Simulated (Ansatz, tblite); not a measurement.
Removing and adding an electron: (MoO3)4 (Mo₄O₁₂). The state is a singlet with charge 0. Geometry: PBE-D4/def2-SVP. Ansatz, gas phase; energy differences of separate SCF runs; the oxidised species was run as a doublet alone; the reduced species was run as a doublet alone.

```xyz
16

O    -2.642   -1.726    2.281
Mo   -1.390   -0.594    2.170
O    -1.192    0.088    3.706
O     0.202   -1.431    1.587
Mo    1.920   -1.540    0.808
O     2.452   -3.143    0.709
O     3.038   -0.694    1.757
O     1.797   -0.748   -0.903
Mo    1.390    0.595   -2.169
O     2.643    1.728   -2.279
O     1.193   -0.086   -3.706
O    -0.202    1.432   -1.587
Mo   -1.920    1.539   -0.809
O    -2.455    3.141   -0.712
O    -3.037    0.690   -1.757
O    -1.797    0.749    0.903
```

In the def2 sets Mo takes a core potential; there is no spin–orbit coupling. The xTB rows come from tblite. HSE06 is defined as in plane-wave codes, on full-range PBE exchange. Single mean-field runs in def2-TZVP are fitted with def2-universal-jkfit. HOMO above LUMO, or a gap near zero within one spin, warns that the state may not be the lowest or that an electron is smeared out.

```tsv
level	−HOMO (eV)	vertical IE (eV)	−LUMO (eV)	vertical EA (eV)	HOMO–LUMO gap (eV)	IE − EA (eV)	remarks
GFN1-xTB	13.86	15.85	9.35	7.38	4.51	8.47	–
GFN2-xTB	14.04	16.03	11.00	8.88	3.05	7.16	–
PBE-D4/def2-TZVP	8.45	10.43	5.05	3.10	3.40	7.33	gap within one spin near zero (+1 doublet)
PBE0-D4/def2-TZVP	10.11	11.46	4.50	3.20	5.61	8.26	–
HSE06-D4/def2-TZVP	9.70	11.36	4.87	3.22	4.83	8.14	gap within one spin near zero (+1 doublet)
```

Relaxing the oxidised species (PBE-D4/def2-SVP) changes its energy by -0.04 eV at PBE-D4/def2-TZVP, so the adiabatic ionisation energy to this nearest minimum is 10.39 eV. At PBE0-D4/def2-TZVP it is 11.44 eV. The gap within one spin of the relaxed charge 1 doublet nearly closes, so an electron or hole may be smeared out by delocalisation error.     Raw xTB energy differences between charge states are shifted by several eV; the methods need an empirical correction for them. Sets without diffuse functions give affinities that are too small.
